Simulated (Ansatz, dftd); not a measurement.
System: CH3Be, charge 0, doublet. CH3Be (SMILES [Be][CH3], doublet).
B3LYP-D3(BJ)/def2-TZVP minimum from Ansatz (a quantum-chemistry and plane-wave program):
```
C
H 1 1.0954
H 1 1.0954 2 107.40
H 1 1.0954 2 107.40 3 115.26
Be 1 1.6857 2 111.47 3 -122.37
```
Charge 0, spin multiplicity 2.

Wanted: atomisation energy (electronic, to ground-state atoms), in kcal/mol. Radicals and triplets start from unrestricted determinants; spin-orbit coupling is neglected. Cores are frozen in correlated methods. No relativity. CBS(X,Y): correlation extrapolated as X^-3, Hartree-Fock from the larger set. A bracket is a step between two methods taken in the basis named. Where a partner has so few electrons that a lower coupled-cluster level is exact, that level stands in. The restricted determinant of Be ([Be], singlet) is unstable towards broken spin symmetry in at least one set run. The spin of CH3Be ([Be][CH3], doublet) was assumed, and the state is the lowest solution found for it.

Compared with CCSD(T)/CBS(def2-TZVPP,def2-QZVPP) + [CCSDT(Q) - CCSD(T)]/def2-TZVPP + [CCSDTQ - CCSDT(Q)]/def2-SVP (Ansatz): 358.5 kcal/mol.

Costs are rough ratios of core time, to one figure, on one kind of shared machine, summed over the single points of the molecules; atoms, geometries and frequencies are left out. The first row took roughly 2 core seconds; short runs hold start-up time.

```csv
level,program,cost relative to the first row,difference (kcal/mol)
PBE0-D4/def2-TZVPD,Ansatz + dftd4,1,7.8
r2SCANh/def2-TZVPD,Ansatz,1,8.9
CCSDT(Q)/def2-TZVPP,Ansatz,200,-10.1
"CCSD(T)/CBS(def2-TZVPP,def2-QZVPP) + [CCSDT(Q) - CCSD(T)]/def2-TZVPP",Ansatz,200,0.0
CCSDTQ/def2-SVP,Ansatz,300,-22.0
"CCSD(T)/CBS(def2-TZVPP,def2-QZVPP) + [CCSDTQ - CCSD(T)]/def2-SVP",Ansatz,400,0.1
```

The dearest row costs roughly 400 times the first. Costs within a factor of two don't rank. The table holds for this case alone.
